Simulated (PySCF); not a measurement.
SiHMe3, C3H10Si.
SMILES: `[H][Si](C)(C)C`

The closed-shell ground state was solved at several levels (PySCF, density fitting, gas phase, non-relativistic). Isolated species at its PBE0-D3(BJ)/def2-SVP geometry, gas phase.

```
              level  basis functions  HOMO (eV)  LUMO (eV)  gap (eV)  dipole (D)
     B3LYP/pcSseg-1              125      -8.37       0.99      9.36        0.54
CAM-B3LYP/def2-SVPD              164      -9.95       1.25     11.20        0.54
```

(1) Estimate the row for PBE0/pcSseg-1, a basis of 125 functions; the other rows only guide the guess.

(2) Over all these levels, which gives the widest orbital gap and which the narrowest?

(3) How far do the dipole and the HOMO energy spread over the levels?

Answers

(1) HOMO -8.59 eV, LUMO 1.32 eV, gap 9.91 eV, dipole 0.56 D.

(2) CAM-B3LYP/def2-SVPD (range-separated hybrid) has the widest, 11.20 eV, and B3LYP/pcSseg-1 (global hybrid, 20 % exact exchange) the narrowest, 9.36 eV. Functional and basis both differ between the two, so the spread mixes both effects.

(3) The dipole runs from 0.54 to 0.56 D (mean 0.55 D) and the HOMO from -9.95 to -8.37 eV.
